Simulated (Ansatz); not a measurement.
`Sc1ccc(-c2ccc(-c3ccc(-c4ccc(S)[se]4)[se]3)[se]2)[se]1`. The state is a singlet with charge 0. Geometry PBE-D4/def2-SVP.

Cartesian coordinates in Å:
```
S -7.6281 -4.4385 2.1141
C -6.3778 -3.2566 1.7490
C -6.4492 -1.8732 1.7047
C -5.2331 -1.2179 1.3638
C -4.1360 -2.0356 1.1176
C -2.7932 -1.6793 0.7553
C -1.7078 -2.5090 0.4758
C -0.4946 -1.8585 0.1475
C -0.5274 -0.4643 0.1418
C 0.5256 0.4645 -0.1480
C 0.4940 1.8588 -0.1498
C 1.7076 2.5092 -0.4771
C 2.7921 1.6793 -0.7595
C 4.1356 2.0354 -1.1196
C 5.2331 1.2176 -1.3633
C 6.4508 1.8729 -1.6985
C 6.3798 3.2564 -1.7420
S 7.6325 4.4384 -2.0985
Se 4.6369 3.8606 -1.3365
Se 2.2671 -0.1391 -0.6103
Se -2.2701 0.1391 0.5999
Se -4.6367 -3.8609 1.3357
H -8.5934 -3.5186 2.3968
H -7.3798 -1.3256 1.9150
H -5.1614 -0.1215 1.2927
H -1.7960 -3.6060 0.5070
H 0.4251 -2.4144 -0.0908
H -0.4248 2.4148 0.0919
H 1.7971 3.6061 -0.5041
H 5.1610 0.1212 -1.2927
H 7.3826 1.3255 -1.9040
H 8.5883 3.5191 -2.4137
```

Single mean-field runs in def2-SVP, def2-TZVP are fitted with def2-universal-jkfit.

(1) Estimate the orbital energies around the gap (eV) in Ansatz with PBE-D4/def2-SVP, PBE-D4/def2-TZVP, r2SCAN-D4/def2-TZVP, PBE0-D4/def2-SVP, PBE0-D4/def2-TZVP.

Results:

(1) 
```tsv
orbital	PBE-D4/def2-SVP	PBE-D4/def2-TZVP	r2SCAN-D4/def2-TZVP	PBE0-D4/def2-SVP	PBE0-D4/def2-TZVP
HOMO−9	-7.78	-7.81	-8.11	-9.09	-9.04
HOMO−8	-7.35	-7.45	-7.76	-8.68	-8.73
HOMO−7	-6.64	-6.74	-7.01	-7.86	-7.91
HOMO−6	-6.12	-6.24	-6.50	-7.25	-7.31
HOMO−5	-6.09	-6.20	-6.45	-7.22	-7.27
HOMO−4	-6.02	-6.14	-6.40	-7.15	-7.22
HOMO−3	-5.88	-5.98	-6.23	-7.00	-7.04
HOMO−2	-5.64	-5.76	-6.00	-6.77	-6.82
HOMO−1	-4.96	-5.07	-5.24	-5.94	-5.98
HOMO	-4.32	-4.41	-4.52	-5.13	-5.15
LUMO	-2.75	-2.89	-2.88	-2.31	-2.39
LUMO+1	-1.95	-2.12	-2.05	-1.33	-1.45
LUMO+2	-1.25	-1.51	-1.31	-0.37	-0.61
LUMO+3	-1.20	-1.49	-1.28	-0.35	-0.58
LUMO+4	-1.11	-1.32	-1.19	-0.30	-0.50
LUMO+5	-1.07	-1.20	-1.02	-0.21	-0.30
```
